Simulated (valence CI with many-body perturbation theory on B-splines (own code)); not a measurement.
Results of a calculation; reference values are marked as such.
# Hyperfine factors and g values of Ho LXIII

Level of theory: relativistic CI+MBPT: three valence electrons over a frozen Dirac-Fock core [He], radial functions for each j: 11 s, 11 p, 9 d, 7 f, 5 g, 2 h, 1 i, with the one-electron correlation potential Σ1 (screened to all orders), the two-electron term Σ2, the three-electron term Σ3, Breit, model QED; selected single and double excitations, second order for the rest (own B-spline code, finite nucleus).

No measured spectrum was set against this ion. As an estimate, large intervals hold to a few tenths of a per cent, small ones and those within an open d or f shell to about a per cent.

A/g_I is the dipole constant over the nuclear g factor μ/I (μ in nuclear magnetons, uniformly magnetised nucleus), B/Q the quadrupole constant per barn. Both hold the static response of the core; the bare values leave it out. Large factors of s and p1/2 electrons are usually good to 5 to 10 %; those of open d and f shells near neutrality can be off by tens of per cent, and small factors of p3/2, d and f electrons come from cancelling terms and can be off by a factor of two or in sign, in half-filled shells by more. B is blank for J = 1/2, where it vanishes, and for nearly pure S terms. Energies count from the lowest level.

Levels are named by their leading jj configuration (3d3/2^4 stands for four electrons in 3d with j = 3/2), which in mixed levels can hold well under half, so a name can repeat and another be missing. Letters in brackets count levels of one name in rising energy.

| Level | E (Ry) | g | A/g_I (MHz) | A/g_I bare | B/Q (MHz/b) | B/Q bare |
| --- | --- | --- | --- | --- | --- | --- |
| (2s^2 2p1/2) J=1/2 | 0.00 | 0.625 | 4910000 | 4890000 |  |  |
| (2s 2p1/2^2) J=1/2 | 16.86 | 2.064 | 1.49e+07 | 1.47e+07 |  |  |
| (2s^2 2p3/2) J=3/2 | 68.55 | 1.304 | 620000 | 635000 | 1210000 | 1210000 |
| (2s 2p1/2 2p3/2) J=3/2 [a] | 80.35 | 1.630 | 3660000 | 3640000 | 954000 | 955000 |
| (2s 2p1/2 2p3/2) J=5/2 | 83.16 | 1.319 | 4350000 | 4320000 | 1000000 | 1010000 |
| (2s 2p1/2 2p3/2) J=1/2 | 87.82 | 1.259 | -5490000 | -5390000 |  |  |
| (2s 2p1/2 2p3/2) J=3/2 [b] | 87.96 | 0.974 | 40500 | 69700 | 644000 | 645000 |
| (2p1/2^2 2p3/2) J=3/2 | 105.58 | 1.324 | 574000 | 603000 | 1160000 | 1160000 |
| (2s 2p3/2^2) J=5/2 | 150.22 | 1.417 | 3520000 | 3500000 | 203000 | 203000 |
| (2s 2p3/2^2) J=1/2 | 157.29 | 1.914 | 1.51e+07 | 1.49e+07 |  |  |
| (2s 2p3/2^2) J=3/2 | 157.35 | 1.175 | -2280000 | -2220000 | -153000 | -153000 |
| (2p1/2 2p3/2^2) J=3/2 | 170.97 | 1.437 | -276000 | -236000 | 79000 | 79100 |
| (2p1/2 2p3/2^2) J=5/2 | 172.60 | 1.168 | 1460000 | 1470000 | -4090 | -4100 |
| (2p1/2 2p3/2^2) J=1/2 | 176.30 | 0.625 | 4930000 | 4890000 |  |  |
| (2p3/2^3) J=3/2 | 242.41 | 1.288 | 602000 | 628000 | -1240000 | -1240000 |
| (2s^2 3s) J=1/2 | 620.52 | 1.986 | 4450000 | 4410000 |  |  |
| (2s^2 3p1/2) J=1/2 | 626.17 | 0.663 | 1470000 | 1470000 |  |  |
| (2s 2p1/2 3s) J=1/2 [a] | 631.79 | 2.356 | 8520000 | 8420000 |  |  |
| (2s 2p1/2 3s) J=3/2 | 633.61 | 1.540 | 8110000 | 8030000 | -112000 | -112000 |
| (2s 2p1/2 3s) J=1/2 [b] | 635.59 | 0.712 | 7760000 | 7690000 |  |  |
| (2s 2p1/2 3p1/2) J=1/2 [a] | 636.56 | 0.266 | -895000 | -867000 |  |  |
| (2s 2p1/2 3p1/2) J=3/2 | 638.46 | 1.097 | 7160000 | 7090000 | -113000 | -113000 |
| (2s 2p1/2 3p1/2) J=1/2 [b] | 641.31 | 1.931 | 1.52e+07 | 1.51e+07 |  |  |
| (2s^2 3p3/2) J=3/2 | 646.46 | 1.324 | 235000 | 240000 | 360000 | 361000 |
| (2s^2 3d3/2) J=3/2 | 650.36 | 0.789 | 131000 | 131000 | 67300 | 67800 |
| (2p1/2^2 3s) J=1/2 | 652.04 | 1.949 | 3740000 | 3700000 |  |  |
| (2s^2 3d5/2) J=5/2 | 655.85 | 1.191 | 155000 | 154000 | 97600 | 98300 |
| (2p1/2^2 3p1/2) J=1/2 | 656.66 | 0.641 | 1260000 | 1250000 |  |  |
| (2s 2p1/2 3p3/2) J=3/2 [a] | 657.59 | 1.392 | 725000 | 724000 | 358000 | 359000 |
| (2s 2p1/2 3p3/2) J=5/2 | 659.79 | 1.318 | 4010000 | 3970000 | 236000 | 237000 |
| (2s 2p1/2 3p3/2) J=3/2 [b] | 659.98 | 1.244 | 2270000 | 2250000 | 164000 | 164000 |
| (2s 2p1/2 3p3/2) J=1/2 | 660.49 | 1.359 | -5780000 | -5710000 |  |  |
| (2s 2p1/2 3d3/2) J=3/2 [a] | 660.65 | 0.567 | -1290000 | -1270000 | 75100 | 75600 |
| (2s 2p1/2 3d3/2) J=5/2 | 662.72 | 1.012 | 3980000 | 3940000 | -33500 | -33100 |
| (2s 2p1/2 3d3/2) J=3/2 [b] | 663.98 | 1.174 | 4010000 | 3970000 | 92100 | 92300 |
| (2s 2p1/2 3d3/2) J=1/2 | 664.35 | 0.434 | -6270000 | -6200000 |  |  |
| (2s 2p1/2 3d5/2) J=5/2 [a] | 666.99 | 1.308 | 1020000 | 1000000 | 79200 | 79900 |
| (2s 2p1/2 3d5/2) J=7/2 | 668.93 | 1.227 | 2900000 | 2870000 | -43900 | -43400 |
| (2s 2p1/2 3d5/2) J=5/2 [b] | 669.76 | 1.070 | 318000 | 319000 | 164000 | 165000 |
| (2s 2p1/2 3d5/2) J=3/2 | 669.80 | 1.105 | -3740000 | -3700000 | 33700 | 34100 |
